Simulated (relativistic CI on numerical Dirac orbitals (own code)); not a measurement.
**Tc²⁺: M2,3 absorption edge**

Computed with this model: Dirac-Coulomb-Breit CI, KLI orbitals optimised for each configuration, model QED (radiative potential, 1s self-energy scaled to tabulated hydrogen-like ionisation energies), valence Slater integrals scaled by 0.8, multiplet model of core-to-valence dipole absorption; configurations [Kr] 4d5 → [Ne] 3s2 3p5 3d10 4s2 4p6 4d6; 80 K; Lorentzian 2 eV and Gaussian 0.4 eV FWHM. Energies are those of the free ion, without screening or charge transfer. The branching ratio is the share of the lower-energy edge in the whole absorption, uncertain by about 0.02 where the edges overlap. S is read from ⟨S²⟩ = S(S + 1).

Field parameters in Wybourne normalisation: Td as Oh with Dq negative (B⁴₀ = 21Dq, B⁴₄ = √(5/14) B⁴₀). The field is a parameter set, without covalency.

Computed curve for Td, 10Dq = -17900 cm⁻¹, scaled to 100 at the maximum (points under 2 are left out and the grid is thinned):

(Energy (eV), Intensity): (423.25, 2.1), (423.75, 2.4), (424.25, 2.7), (424.50, 2.9), (425.00, 3.4), (425.50, 4.0), (426.00, 4.9), (426.25, 5.4), (426.75, 6.6), (427.25, 8.4), (427.75, 11.0), (428.25, 15.0), (428.50, 17.8), (429.00, 26.2), (429.50, 40.7), (430.00, 63.6), (430.25, 76.9), (430.75, 96.8), (431.25, 98.5), (431.75, 83.8), (432.25, 61.1), (432.50, 50.6), (433.00, 34.4), (433.50, 24.0), (434.00, 17.6), (434.25, 15.3), (434.75, 11.9), (435.25, 9.5), (435.75, 7.5), (436.25, 6.0), (436.50, 5.4), (437.00, 4.4), (437.50, 3.7), (438.00, 3.2), (438.50, 2.8), (438.75, 2.6), (439.25, 2.3), (439.75, 2.1), (446.75, 2.2), (447.00, 2.4), (447.50, 2.9), (448.00, 3.7), (448.50, 5.0), (449.00, 7.1), (449.25, 8.7), (449.75, 13.5), (450.25, 20.5), (450.75, 25.5), (451.00, 25.6), (451.50, 22.9), (452.00, 18.7), (452.50, 14.2), (453.00, 10.4), (453.25, 8.8), (453.75, 6.4), (454.25, 4.9), (454.75, 3.9), (455.00, 3.5), (455.50, 2.8), (456.00, 2.2)

The ground state has S = 0.55, and the centroid lies at 435.43 eV.
